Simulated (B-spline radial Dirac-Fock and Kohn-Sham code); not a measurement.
**Dipole and non-dipole photoemission parameters of Cl⁶⁺ 2p3/2**

System: chlorine as Cl⁶⁺, [Ne] 3s1; threshold 319.5 eV (orbital energy of the model). Method: Dirac-Hartree-Slater photoionisation with a Latter tail; cross sections with all multipoles, angular parameters from the dipole term and its interference with E2. Computed with a radial atomic solver.

For linearly polarised light dσ/dΩ = σ/(4π) [1 + β P₂(cos θ) + (δ + γ cos²θ) sin θ cos φ], with θ from the polarisation vector and φ the angle between the beam and the projection of the electron momentum on the plane normal to the polarisation.

| hν (eV) | σ (kb) | β | γ | δ |
| --- | --- | --- | --- | --- |
| 329 | 1350 | 1.202 | -0.049 | 0.010 |
| 405 | 822 | 1.431 | 0.046 | 0.014 |
| 411 | 792 | 1.438 | 0.052 | 0.014 |
| 437 | 678 | 1.460 | 0.077 | 0.015 |
| 472 | 556 | 1.478 | 0.110 | 0.016 |
| 795 | 136 | 1.438 | 0.323 | 0.025 |
| 799 | ? | ? | ? | ? |
| 975 | 75.5 | 1.380 | 0.403 | 0.030 |
| 1000 | 70.0 | 1.372 | 0.413 | 0.031 |
| 1100 | 52.8 | 1.340 | 0.450 | 0.034 |
| 1250 | 35.9 | 1.292 | 0.498 | 0.039 |
| 1253.6 | 35.6 | 1.291 | 0.499 | 0.039 |
| 1390 | 26.0 | 1.249 | 0.538 | 0.044 |
| 2000 | 8.32 | 1.086 | 0.672 | 0.066 |
| 4270 | 0.657 | 0.719 | 0.910 | 0.145 |
| 5260 | 0.316 | 0.623 | 0.964 | 0.176 |
| 5414.7 | 0.285 | 0.611 | 0.971 | 0.180 |
| 7110 | 0.107 | 0.497 | 1.037 | 0.228 |
| 7980 | 0.0704 | 0.452 | 1.065 | 0.250 |
| 9610 | 0.0355 | 0.384 | 1.112 | 0.289 |
| 15000 | 0.00664 | 0.238 | 1.225 | 0.399 |

Question: Give the values at 799 eV.

Answer: σ = 134 kb, β = 1.437, γ = 0.325, δ = 0.025.
